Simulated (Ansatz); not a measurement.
Basis-set series for C4H7Ga. The species carries charge 0 and has multiplicity 1. The bonds changed during the relaxation, so this is another structure than the one it started from. The structure was optimised at the PBE0-D4/def2-TZVP level.

```xyz
12

C     1.470   -0.624   -0.036
C     0.403   -0.065   -0.538
C    -0.671    0.524   -0.982
C    -2.069    0.042   -0.738
Ga    2.091   -0.046    1.717
H     1.982   -1.395   -0.608
H    -0.543    1.426   -1.577
H    -2.578   -0.175   -1.682
H    -2.658    0.805   -0.221
H    -2.072   -0.864   -0.131
H     3.371   -0.700    2.348
H     1.273    1.073    2.448
```

| functional | basis | functions | energy (Eh) | HOMO (eV) | LUMO (eV) |
| --- | --- | --- | --- | --- | --- |
| PBE0-D4 | def2-SVP | 123 | -2080.61547 | -6.72 | -1.57 |
| PBE0-D4 | def2-TZVPP | 270 | -2081.03224 | -6.75 | -1.61 |
| ωB97M-V | def2-SVP | 123 | -2080.86206 | -8.83 | 0.18 |
| ωB97M-V | def2-TZVPP | 270 | -2081.28749 | -8.87 | 0.12 |

Problem. Give the rows for def2-QZVPP. (Estimate.)

Solution. The calculation gave: 
```tsv
functional	basis	functions	energy (Eh)	HOMO (eV)	LUMO (eV)
PBE0-D4	def2-QZVPP	527	-2081.08454	-6.76	-1.64
ωB97M-V	def2-QZVPP	527	-2081.33801	-8.88	-0.02
```

Positive LUMOs are unbound and depend on the basis. Scalar relativity is left out up to krypton.

Program: Ansatz 0.2.0.
